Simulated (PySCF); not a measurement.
In(Cl)2(NH2) (Cl2H2InN), SMILES [NH2][In]([Cl])[Cl].

Coordinates come from a PBE0-D3(BJ)/def2-SVP optimisation. The def2 effective core potentials stand for the cores of In; spin–orbit coupling is left out. The values are those of a single conformer.

These are C-PCM-PBE0/def2-SVP (PySCF) values and carry that method's errors.

The values are the electrostatic part of the solvation free energy, E(continuum) − E(gas) at the gas-phase geometry, in a cavity of scaled van der Waals radii (PySCF's table); cavitation and dispersion terms are not included. A continuum can't describe solvent molecules that bind to the metal. In vacuum the orbital gap is 5.84 eV. The dipole moment in vacuum is 3.17 D.

Computed values in water (ε = 78.36), cyclohexanone (ε = 15.62), ethylethanoate (ε = 5.99):
| solvent | ε | ΔG(elec) (kcal/mol) | dipole (D) | gap (eV) |
|---|---|---|---|---|
| water | 78.36 | -9.0 | 4.03 | 5.76 |
| cyclohexanone | 15.62 | -8.4 | 3.98 | 5.77 |
| ethylethanoate | 5.99 | -7.4 | 3.87 | 5.78 |
